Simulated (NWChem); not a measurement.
C₃H₅N; SMILES N#CCC

Results from NWChem. Pople sets run with spherical d functions. Each level has its own optimisation; frequencies are unscaled. Brackets give each atom's bonded neighbours.

```csv
level,r C–C [C(CCHH)–C(CHHH)] (Å),r C–H [C(CHHH)–H(C)] (Å),r C–C [C(CCHH)–C(CN)] (Å),r C–H [C(CCHH)–H(C)] (Å),highest harmonic frequency (cm⁻¹),lowest (cm⁻¹),zero-point energy (kcal/mol),dipole (D)
Hartree-Fock/STO-3G,1.545,1.086,…,1.091,…,231,…,…
Hartree-Fock/3-21G,1.547,1.082,1.461,1.084,3292,241,50.4,3.98
Hartree-Fock/6-31G*,1.532,1.083,1.473,1.084,3302,235,50.1,4.15
B3LYP/6-31G*,1.540,1.094,1.467,1.097,3148,214,46.9,3.91
"LDA (Slater exchange, VWN5)/def2-SVP",1.519,1.109,1.447,1.114,3087,203,45.1,3.86
PBE/def2-SVP,1.537,1.108,1.465,1.111,3086,203,45.2,3.80
BLYP/def2-SVP,1.549,1.107,1.474,1.111,3056,204,45.0,3.74
PBE0/def2-SVP,1.527,1.099,1.460,1.102,3177,212,46.7,3.91
```

Task: Fill in the missing entries.

Result: 
- Hartree-Fock/STO-3G, r C–C [C(CCHH)–C(CN)] (Å): 1.493
- Hartree-Fock/STO-3G, highest harmonic frequency (cm⁻¹): 3764
- Hartree-Fock/STO-3G, zero-point energy (kcal/mol): 55.3
- Hartree-Fock/STO-3G, dipole (D): 3.20
